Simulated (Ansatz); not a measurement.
One change: `[F][GeH2][F]` becomes `[F][GeH2][InH2]`.

Ansatz, PBE0-D4/def2-TZVP geometries, multiplicity 1. 

Elements past krypton have def2 core potentials. Scalar relativity is left out up to krypton.

```json
{"property": "LUMO energy (PBE/def2-TZVPP) / eV", "`[F][GeH2][F]`": "-0.90"}
{"property": "size of the dipole moment (ωB97M-V/def2-TZVPP) / D", "`[F][GeH2][F]`": "2.60"}
{"property": "size of the dipole moment (PBE/def2-TZVPP) / D", "`[F][GeH2][F]`": "2.41"}
{"property": "HOMO energy (B3LYP/def2-TZVPP) / eV", "`[F][GeH2][F]`": "-9.83"}
{"property": "HOMO energy (ωB97M-V/def2-TZVPP) / eV", "`[F][GeH2][F]`": "-12.32"}
{"property": "LUMO energy (PBE0/def2-TZVPP) / eV", "`[F][GeH2][F]`": "-0.01"}
```

Problem. What does the change do to each property? (An estimate is asked.)

Solution. The calculation gave: 
```json
{"property": "LUMO energy (PBE/def2-TZVPP) / eV", "`[F][GeH2][InH2]`": "-3.09", "shift": "-2.19"}
{"property": "size of the dipole moment (ωB97M-V/def2-TZVPP) / D", "`[F][GeH2][InH2]`": "2.38", "shift": "-0.22"}
{"property": "size of the dipole moment (PBE/def2-TZVPP) / D", "`[F][GeH2][InH2]`": "2.18", "shift": "-0.23"}
{"property": "HOMO energy (B3LYP/def2-TZVPP) / eV", "`[F][GeH2][InH2]`": "-7.34", "shift": "2.49"}
{"property": "HOMO energy (ωB97M-V/def2-TZVPP) / eV", "`[F][GeH2][InH2]`": "-9.54", "shift": "2.78"}
{"property": "LUMO energy (PBE0/def2-TZVPP) / eV", "`[F][GeH2][InH2]`": "-2.37", "shift": "-2.36"}
```

With PBE0 the HOMO rises by 2.52 eV and the LUMO falls by 2.36 eV, so the gap narrows by about 4.88 eV. PBE moves the HOMO by 2.01 eV and ωB97M-V by 2.78 eV. The zero-point energy changes by 23.6 kJ/mol with +6 modes. Dipoles are sizes alone; their direction can turn.

B3LYP here is the variant with VWN-RPA as its local correlation; programs differ in this.
